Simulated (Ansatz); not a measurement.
C₄H₇Br (`CC/C=C\Br`), relaxed with RKS PBE0-D4/def2-TZVP in the Gaussian-basis code of Ansatz from a PBE-D4/def2-SVP geometry. The force threshold is 0.005 eV/Å; the program also tests the step.

Total charge 0; spin multiplicity 1.

Start:

```xyz
12

C     0.046   -0.514    1.573
C    -0.243    0.532    0.486
C     0.533    0.288   -0.774
C     0.059   -0.012   -1.996
Br   -1.788   -0.175   -2.419
H    -0.509   -0.282    2.505
H    -0.254   -1.528    1.240
H     1.126   -0.551    1.827
H     0.018    1.543    0.873
H    -1.327    0.553    0.252
H     1.636    0.335   -0.698
H     0.703   -0.189   -2.869
```

```csv
step,energy (eV),largest force (eV/Å),largest move (Å)
1,-74296.4387,0.764,0.000
2,-74296.4911,0.156,0.032
3,-74296.4947,0.067,0.019
4,-74296.4948,0.026,0.011
5,-74296.4950,0.005,0.005
```

End:

```xyz
12

C     0.048   -0.510    1.554
C    -0.246    0.533    0.481
C     0.526    0.283   -0.766
C     0.062   -0.013   -1.969
Br   -1.769   -0.171   -2.397
H    -0.499   -0.286    2.473
H    -0.246   -1.506    1.218
H     1.113   -0.540    1.798
H     0.017    1.527    0.862
H    -1.314    0.552    0.256
H     1.612    0.327   -0.685
H     0.697   -0.194   -2.825
```

Hardware: 4 threads of a server CPU on a shared host. Wall time 18 s, peak host memory 0.66 GiB.
